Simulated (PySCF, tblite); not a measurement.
Isomers of C5H8ClOSi (doublet state). Method: GFN2-xTB as coded in tblite; computed harmonic values from a numerical Hessian at the method's own geometry, unscaled. Errors from tens to a few hundred cm⁻¹ against measured bands are possible. Modes of hydrogen on silicon can be 10 to 20 % off. One conformer each. Open shells enter through the occupations alone, without spin polarisation, and single modes of such species can be off by tens of per cent.

Electronic energies: B3LYP/pcH-1 single points on the GFN2-xTB geometries (PySCF, gas phase).

```json
{"SMILES": "C=C1[C@@H](O)[C@@]1(Cl)C[SiH2]", "electronic energy, lowest = 0 (kJ/mol)": "28.6"}
{"SMILES": "[H]/[C]=C1/[C@@H](O)[C@@]1(Cl)C[SiH3]", "electronic energy, lowest = 0 (kJ/mol)": "92.3"}
{"SMILES": "C=C1[C](O)[C@]1(Cl)C[SiH3]", "electronic energy, lowest = 0 (kJ/mol)": "0.0"}
```

**Question.** How do GFN2-xTB zero-point energies change the relative energies?

**Answer.** 
| SMILES | ZPE (kJ/mol) | of it from modes above 1550 cm⁻¹ | electronic (kJ/mol) | with ZPE, lowest = 0 (kJ/mol) | lowest mode (cm⁻¹) | rings |
| --- | --- | --- | --- | --- | --- | --- |
| C=C1[C](O)[C@]1(Cl)C[SiH3] | 279.5 | 145.5 | 0.0 | 0.0 | 49 | 1 |
| C=C1[C@@H](O)[C@@]1(Cl)C[SiH2] | 290.7 | 150.8 | 28.6 | 39.8 | 36 | 1 |
| [H]/[C]=C1/[C@@H](O)[C@@]1(Cl)C[SiH3] | 278.0 | 146.0 | 92.3 | 90.9 | 46 | 1 |

The zero-point energies span 12.7 kJ/mol, from `[H]/[C]=C1/[C@@H](O)[C@@]1(Cl)C[SiH3]` to `C=C1[C@@H](O)[C@@]1(Cl)C[SiH2]`. The order is unchanged.

**Question.** And how do the electronic energies of GFN2-xTB itself compare?

**Answer.** `C=C1[C](O)[C@]1(Cl)C[SiH3]` 0.0; `C=C1[C@@H](O)[C@@]1(Cl)C[SiH2]` 14.5; `[H]/[C]=C1/[C@@H](O)[C@@]1(Cl)C[SiH3]` 64.5 kJ/mol, lowest = 0. Against the energies above, taken from the same isomer `C=C1[C](O)[C@]1(Cl)C[SiH3]`, the largest difference is 27.8 kJ/mol.

**Question.** What do entropy and thermal enthalpy add at 298.15 K and 1 bar (rigid rotor, harmonic oscillator, one conformer each)?

**Answer.** 
```tsv
SMILES	point group	symmetry number	S (J/(mol K))	H − H(0) (kJ/mol)	ZPE + H − H(0) − TS (kJ/mol)
C=C1[C](O)[C@]1(Cl)C[SiH3]	C1	1	431.7	30.91	181.7
C=C1[C@@H](O)[C@@]1(Cl)C[SiH2]	C1	1	428.8	30.16	193.1
[H]/[C]=C1/[C@@H](O)[C@@]1(Cl)C[SiH3]	C1	1	430.6	30.79	180.4
```

S holds R ln(2S + 1) for the spin.
